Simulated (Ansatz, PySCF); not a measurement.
CH3O3S, SMILES CS(=O)(=O)[O-], charge -1.

Geometry: PBE0-D3(BJ)/def2-SVPD.

Estimates of the vertical detachment energy (IE) of the anion in eV. Rows of orbital energies are one-electron estimates, which approximate functionals can put far too low.

| level | IE |
|---|---|
| −ε(HOMO), −ε(LUMO), PBE0/def2-SVPD (PySCF) | 2.24 |
| −ε(HOMO), −ε(LUMO), PBE/def2-SVPD (PySCF) | 0.64 |
| ΔSCF, PBE0/def2-SVPD (Ansatz), final states of multiplicity 2 | 4.44 |
| ΔSCF, PBE/def2-SVPD (Ansatz), final states of multiplicity 2 | 4.04 |

What vertical singlet–triplet gap does ΔSCF give with PBE0/def2-SVPD (Ansatz, a first-principles code) and with PBE/def2-SVPD (Ansatz)? (An estimate is asked for; the answer gives what the named calculation found.)

5.64 and 5.08 eV (triplet above singlet where positive).
